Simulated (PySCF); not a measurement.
Compound: [MoO3Cl]- (charge -1 and singlet state).
Bonds: Mo1–O2, Mo1–O3, Mo1–O4, Mo1–Cl5.

Method: PySCF 2.14.0, PBE0-D3(BJ)/def2-SVP geometry optimisation, gas phase, def2 core potentials past Kr; density fitting, grid level 1; the optimiser is geomeTRIC in internal coordinates, started from a GFN2-xTB structure with every atom displaced at random (about 0.03 Å).

Step 5: E = -20507.1274 eV
```
atom  x, y, z in Å  |  force x, y, z in eV/Å
Mo1     0.0656    0.0850    0.0644   -0.216  -0.155  -0.015
O2     -0.0479   -0.1595    1.7557    0.001  -0.008  -0.085
O3      1.6992    0.2101   -0.4052    0.279   0.064  -0.016
O4     -0.7761    1.5039   -0.3811   -0.017   0.060  -0.003
Cl5    -0.8660   -1.7499   -1.0960   -0.047   0.040   0.119
```

Step 6: E = -20507.1296 eV
```
atom  x, y, z in Å  |  force x, y, z in eV/Å
Mo1     0.0668    0.0843    0.0611   -0.120  -0.097  -0.046
O2     -0.0494   -0.1629    1.7505   -0.004  -0.013  -0.047
O3      1.7042    0.2153   -0.4021    0.167   0.039  -0.004
O4     -0.7760    1.5044   -0.3806   -0.006   0.031  -0.006
Cl5    -0.8708   -1.7515   -1.0910   -0.037   0.040   0.103
```

Question: Estimate the geometry and energy of step 7. (The exact step hangs on the optimiser's Hessian estimate; all steps are aligned on step 6, rigid shifts and turns removed.)

Answer: E = -20507.1312 eV, largest force 0.078 eV/Å
```
atom  x, y, z in Å  |  force x, y, z in eV/Å
Mo1     0.0688    0.0838    0.0560    0.029  -0.014  -0.071
O2     -0.0522   -0.1696    1.7427   -0.008  -0.010  -0.004
O3      1.7121    0.2230   -0.3979   -0.001   0.004   0.015
O4     -0.7762    1.5048   -0.3807    0.010  -0.005  -0.008
Cl5    -0.8777   -1.7526   -1.0822   -0.030   0.025   0.068
```

The energy changes by -0.0016 eV. The first-order estimate −F·Δx gives -0.0032 eV and the mean of the old and new forces, exact on a quadratic surface, -0.0023 eV. The step makes an angle of 53° with the force vector and moves no atom by more than 0.012 Å.

The cost below is that of the whole optimisation. On one thread of an Arm Neoverse V2, shared host, this took 38 s of wall time and 0.35 GiB of memory at its peak.
